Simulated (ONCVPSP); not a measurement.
What one change does to a pseudopotential (phosphorus (P), ONCV)

P (Z = 15), optimised norm-conserving Vanderbilt (ONCV), made with ONCVPSP 4.0.1 (PBE, scalar-relativistic). Core [Ne], reference 3s1 3p4. Waves: 3s: rc 1.30 bohr, ncon 3, nbas 8, qcut 6 1/bohr, 1 projector; 3p: rc 1.75 bohr, ncon 3, nbas 6, qcut 5.2 1/bohr, 2 projectors, debl 3.7 Ha. Local part: polynomial inside 1.00 bohr (lpopt 1, dvloc0 4 Ha). Core correction: polynomial model core, fcfact 0.25.

All-electron outer shells of the reference configuration (PBE, scalar-relativistic, ld1.x):

```json
{"shell": "2s", "level (eV)": "-175.53", "outermost node (bohr)": "0.14", "outermost maximum (bohr)": "0.42"}
{"shell": "2p", "level (eV)": "-126.02", "outermost node (bohr)": "–", "outermost maximum (bohr)": "0.36"}
{"shell": "3s", "level (eV)": "-14.68", "outermost node (bohr)": "0.65", "outermost maximum (bohr)": "1.58"}
{"shell": "3p", "level (eV)": "-6.07", "outermost node (bohr)": "0.64", "outermost maximum (bohr)": "1.81"}
```

Change: s: qcut 4.8; p: qcut 4.2.

Cutoffs: the cutoffs (Ha) at which the residual kinetic energy of the hardest occupied pseudo-wave falls to 1 and 0.1 mHa per electron; they do not see the model core or the augmentation charge, which bear on the density cutoff. Errors are all-electron minus pseudo energies relative to the spin-unpolarised reference configuration.

Problem. Predict the effect on cutoff, ghosts and configuration errors.

Solution. The potential gets neither clearly harder nor softer (11 Ha and 14 Ha → 10 Ha and 18 Ha); of the 4 tests that both files solve, the error grows in 2 and shrinks in 0 by more than 15 % and 0.3 meV (median size 2.4 → 2.9 meV); neither file shows a bound ghost.

| quantity | base | changed |
| --- | --- | --- |
| cutoff, loose | 11 Ha | 10 Ha |
| cutoff, tight | 14 Ha | 18 Ha |
| loose cutoff by channel | s 11 Ha, p 4.5 Ha | s 10 Ha, p 4.4 Ha |
| bound ghosts | none | none |
| GHOST(+) flags under 300 eV | none | none |
| error for 3s2 3p3, meV [ΔE -8.53 eV] | +2.7 | +3.3 |
| error for 3s2 3p2, meV [ΔE 1.20 eV] | +2.0 | +2.5 |
| error for 3s2 3p1, meV [ΔE 20.34 eV] | +15 | +14 |
| error for 3s1 3p3, meV [ΔE 10.32 eV] | +1.8 | +1.8 |
| s: phases at 1.32 bohr within 0.05 rad from the reference energy up to (Ha; the scan ends near 5) | 0.9 | 0.8 |
| p: phases at 1.77 bohr within 0.05 rad from the reference energy up to (Ha; the scan ends near 5) | 4.7 | 4.6 |
| rms error of d²Exc/dni dnj with the model core, mHa | 0.88 | 0.84 |
